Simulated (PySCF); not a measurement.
# Electron correlation in P (phosphorus, neutral)

[Ne] 3s1 3p3 3d1, high-spin 6D determinant (an excited configuration). All numbers are calculated (PySCF 2.14, no relativity, point nucleus, in aug-cc-pV(D+d)Z (5s4p3d, 32 functions)). Frozen: [Ne]; 5 electrons correlated.

| level | correlation energy (mhartree) |
| --- | --- |
| CCSD | -24.96 |
| (T) | -0.13 |
| CCSD(T) | -25.09 |
| CCSDT | -25.14 |

Diagnostics: T1 = 0.0028, D1 = 0.0074, largest double amplitude 0.040.

The outer electron is Rydberg-like, and this basis confines it to a smaller radius and binds it less than a complete one would.

Cost of the coupled-cluster step: roughly 0.2 core-seconds, for 5 correlated electrons.
